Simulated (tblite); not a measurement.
Run record: tight-binding relaxation, `FB1O[CH]CO1` [radical].

Computed with GFN2-xTB geometry optimisation, gas phase (tblite 0.8.0). Start geometry: from a force field or distance geometry. The input is one job of a driver script: a line of settings, then coordinates in Å.

Command:
```bash
OMP_NUM_THREADS=1 python probes_run.py task.json out
```

Input:
```
{"job": {"kind": "relax", "xc": "GFN2-xTB", "basis": "xTB"}, "charge": 0, "multiplicity": 2}
F      2.478700     0.595400    -0.020100
B      1.275600     0.029900    -0.617400
O      0.834800    -1.256400    -0.095900
C     -0.295900    -0.829100     0.615100
C     -0.764900     0.501000     0.048400
O      0.172100     0.918700    -0.911400
H     -1.095800    -1.600200     0.550400
H     -1.747400     0.390500    -0.446800
H     -0.843600     1.256100     0.852400
```

Output:
```
step      E/eV     max force
  0    -541.62257    3.493
  1    -542.10185    2.311
  2    -542.33327    3.240
  3    -542.45133    1.128
  4    -542.54882    0.988
  5    -542.79030    2.499
  6    -542.88803    1.945
  7    -543.07435    0.743
  8    -543.09876    0.733
  9    -543.16258    0.568
... (19 lines left out)
 29    -543.33677    0.056
 30    -543.33709    0.058
 31    -543.33735    0.055
 32    -543.33754    0.048
 33    -543.33769    0.038
 34    -543.33785    0.038
 35    -543.33798    0.025
 36    -543.33804    0.018
 37    -543.33807    0.014
 38    -543.33809    0.010
```

«max force» is the largest atomic force in eV/Å.

**Question.** From which step on does the largest force stay under 0.1 eV/Å, and how much energy is left to gain from there?

**Answer.** From step 21 (0.097 eV/Å), 3.9 meV above the end.

In short: energy lowered by 39.6 kcal/mol over 38 steps; largest atomic force 0.010 eV/Å at the end.

**Question.** Give the final coordinates.

**Answer.** 0.395 Å rms from the input after alignment:
```
atom  x, y, z in Å
F1     2.5719    0.3363   -0.7308
B2     1.3291    0.1381   -0.3462
O3     0.8924   -1.0455    0.1941
C4    -0.4229   -0.8648    0.5056
C5    -0.8447    0.4966    0.0602
O6     0.3487    1.0733   -0.4462
H7    -1.0336   -1.7394    0.5960
H8    -1.6056    0.4845   -0.7361
H9    -1.2217    1.1269    0.8784
```

On Arm Neoverse V1, one thread, shared host with 32 logical CPUs at a one-minute load of 14, this took 0.14 s.
Labels such as C1 count atoms from 1, the log's own numbers from 0.
